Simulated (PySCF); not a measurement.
# C₆ coefficients of unlike pairs at B3LYP

Calculated with PySCF 2.14 from the dipole response of each species, C₆(A,B) = (3/π) ∫ α_A(iu) α_B(iu) du, in atomic units, from isotropic polarisabilities. For ions this is the dispersion term alone; charge-induced terms of lower order in 1/R come first.

```
species      configuration                                                                      basis      relativity  α (bohr³)  C₆ (like pair)
 Nb(2+)      [Kr] 4d3 (4F)                                  aug-cc-pVTZ-PP with ECP28MDF (6s6p5d3f2g)  core potential      11.37           58.93
 Mo(2+)      [Kr] 4d4 (5D)                                    aug-cc-pVDZ-PP with ECP28MDF (5s5p4d2f)  core potential      10.19           54.23
     S+  [Ne] 3s2 3p3 (4S)  x2c-TZVPPall with one added diffuse shell each of s, p, d type (6s6p4d1f)   spin-free X2C      10.89           53.51
  N(3+)      [He] 2s2 (1S)                                                     def2-TZVPPD (6s3p3d1f)            none      2.147           2.113
```

Problem. Estimate C₆ for Mo(2+) with Nb(2+).

Solution. The integral gives 56.47. The combination rule 2 C_A C_B / (C_A α_B/α_A + C_B α_A/α_B) gives 56.40 and the geometric mean 56.53.

No spin-orbit coupling is included.

The other pairs:

```
         pair     C₆
   S+, Nb(2+)  55.71
N(3+), Mo(2+)  10.62
   S+, Mo(2+)  53.20
N(3+), Nb(2+)  11.11
    N(3+), S+  10.63
```
